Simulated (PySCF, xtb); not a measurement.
AuClH₃N, SMILES [NH3]->[Au][Cl], multiplicity 1.

xtb 6.7.1 with GFN2-xTB at its own geometry gives an orbital gap of 6.01 eV and a dipole moment of 10.40 D.

Coordinates come from a B3LYP-D3(BJ)/def2-TZVP optimisation. The spin state was assumed, not searched. The def2 effective core potentials stand for the cores of Au; spin–orbit coupling is left out.

### Question
What does PBE/def2-TZVPD run with PySCF give? (An estimate is asked for; the answer gives what the named calculation found.)

### Answer
gap 3.71 eV (levels -5.70 and -1.99 eV), dipole 8.55 D.
